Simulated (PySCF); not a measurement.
SiCl3(NHEt), C₂H₆Cl₃NSi.
SMILES: `C(N[Si](Cl)(Cl)Cl)C`

The closed-shell ground state was solved at several levels (PySCF, density fitting, gas phase, non-relativistic). Geometry: PBE0-D3(BJ)/def2-SVP, one conformer, isolated molecule.

| level | basis functions | total energy (Eh) | HOMO (eV) | LUMO (eV) | gap (eV) | dipole (D) |
| --- | --- | --- | --- | --- | --- | --- |
| B3LYP/def2-SVPD | 213 | -1804.3228 | -7.46 | -0.55 | 6.91 | 2.74 |
| KT2/pcSseg-1 | 177 | -1819.7578 | -6.43 | -1.11 | 5.32 | 2.91 |

Estimate the row for PBE0/pcSseg-1, a basis of 177 functions; the other rows only guide the guess.

Total energy -1804.0389 Eh, HOMO -7.75 eV, LUMO 0.10 eV, gap 7.85 eV, dipole 3.03 D.

Over all these levels, which gives the widest orbital gap and which the narrowest?

PBE0/pcSseg-1 (global hybrid, 25 % exact exchange) has the widest, 7.85 eV, and KT2/pcSseg-1 (GGA) the narrowest, 5.32 eV. The two share the basis. From the narrowest to the widest the HOMO moves by -1.32 eV and the LUMO by +1.21 eV.

How far do the dipole and the HOMO energy spread over the levels?

The dipole runs from 2.74 to 3.03 D (mean 2.89 D) and the HOMO from -7.75 to -6.43 eV.
